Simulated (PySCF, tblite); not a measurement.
Problem. Write a Z-matrix for `CC1=Cc2ccccc2[PH2+]1` as optimised with GFN2-xTB. (Charge +1.)

Solution. 
Z-matrix in Å and degrees, rows numbered from 1:
```
C 
C   1  1.4867
C   2  1.3487  1  129.08
C   3  1.4563  2  116.66  1  -179.97
C   4  1.3836  3  127.10  2   179.96
C   5  1.3910  4  119.26  3  -179.98
C   6  1.3858  5  121.14  4    -0.04
C   7  1.3909  6  120.73  5     0.03
C   8  1.3830  7  118.09  6    -0.02
P   9  1.7895  4  107.14  3     0.07
H   1  1.0901  2  110.88  3   120.30
H   1  1.0868  2  110.25  3     0.04
H   1  1.0901  2  110.87  3  -120.21
H   3  1.0780  2  122.94  1     0.02
H   5  1.0792  4  120.28  3    -0.01
H   6  1.0789  5  119.35  4   179.96
H   7  1.0785  6  119.90  5  -179.98
H   8  1.0793  7  120.56  6  -179.99
H  10  1.3777  2  113.70  1    60.16
H  10  1.3777  2  113.73  1   -60.08
```

C9 (substituted aromatic carbon) is planar (angles 131.1°, 121.8° and 107.1°, sum 360.0°, 0.00 Å off the plane of its three neighbours). P10 (phosphonium phosphorus) has angles from 94.4° to 115.1°. The 5-membered ring C2–C3–C4–C9–P10 has internal angles of 94.4° to 116.7° (sum 540°, against 540° for a flat polygon); it is planar, 0.00 Å rms from its mean plane, widest ring torsion 0°. C8 (aromatic CH carbon) is planar (angles 121.3°, 120.6° and 118.1°, sum 360.0°, 0.00 Å off the plane of its three neighbours).

The geometry is computed with GFN2-xTB (gas phase).

Point group: Cs (tolerance 0.08 Å). Its GFN2-xTB frequencies are all real (lowest 78 cm⁻¹).
